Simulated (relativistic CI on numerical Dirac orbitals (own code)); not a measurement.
## Radial parameters of As⁵⁺

Method of calculation: Dirac-Coulomb-Breit CI, KLI orbitals optimised for each configuration, a model potential for QED, valence Slater integrals scaled by 0.85, P86 correlation energy added to each configuration (own radial code, finite nucleus).

Slater integrals F^k, G^k are unscaled and averaged over j, outside the closed core [Ar]; ζ comes from projecting the Hamiltonian with its Breit term on Σ l·s of the shell.

- 3d9 4s: ζ(3d) = 2234.5, G^2(3d,4s) = 15328 cm⁻¹; <r>(3d) = 0.6372, <r^2>(3d) = 0.4995, <r>(4s) = 1.582, <r^2>(4s) = 2.819 (bohr units).
- 3d9 4p: ζ(3d) = 2243.6, F^2(3d,4p) = 34295, G^1(3d,4p) = 12075, G^3(3d,4p) = 11273, ζ(4p) = 3302.7 cm⁻¹; <r>(3d) = 0.6362, <r^2>(3d) = 0.4975, <r>(4p) = 1.762, <r^2>(4p) = 3.506 (bohr units).
- 3d9 4d: ζ(3d) = 2241.7, F^2(3d,4d) = 22663, F^4(3d,4d) = 10066, G^0(3d,4d) = 8480.3, G^2(3d,4d) = 9053.7, G^4(3d,4d) = 6686.1, ζ(4d) = 236.86 cm⁻¹; <r>(3d) = 0.6346, <r^2>(3d) = 0.4941, <r>(4d) = 2.219, <r^2>(4d) = 5.59 (bohr units).

In this model ζ of a weakly bound d, f or g electron outside closed shells comes out too small, for d by up to a factor of two or three and at times with the wrong sign; that of an outer p electron is too small as well.

Averages of the first 10 configurations, taken without configuration mixing, which lowers the lowest level and can move excited configurations by several eV; other configurations of the list can lie among them:

```json
{"Configuration": "3d10", "Parity": "even", "States": "1", "Average energy above the lowest level (eV)": "0.0"}
{"Configuration": "3d9 4s", "Parity": "even", "States": "20", "Average energy above the lowest level (eV)": "41.5"}
{"Configuration": "3d9 4p", "Parity": "odd", "States": "60", "Average energy above the lowest level (eV)": "55.2"}
{"Configuration": "3d9 4d", "Parity": "even", "States": "100", "Average energy above the lowest level (eV)": "74.8"}
{"Configuration": "3d9 5s", "Parity": "even", "States": "20", "Average energy above the lowest level (eV)": "81.0"}
{"Configuration": "3d9 5p", "Parity": "odd", "States": "60", "Average energy above the lowest level (eV)": "86.2"}
{"Configuration": "3d9 4f", "Parity": "odd", "States": "140", "Average energy above the lowest level (eV)": "89.9"}
{"Configuration": "3d8 4s2", "Parity": "even", "States": "45", "Average energy above the lowest level (eV)": "92.0"}
{"Configuration": "3d9 5d", "Parity": "even", "States": "100", "Average energy above the lowest level (eV)": "94.1"}
{"Configuration": "3d9 5f", "Parity": "odd", "States": "140", "Average energy above the lowest level (eV)": "101.0"}
```
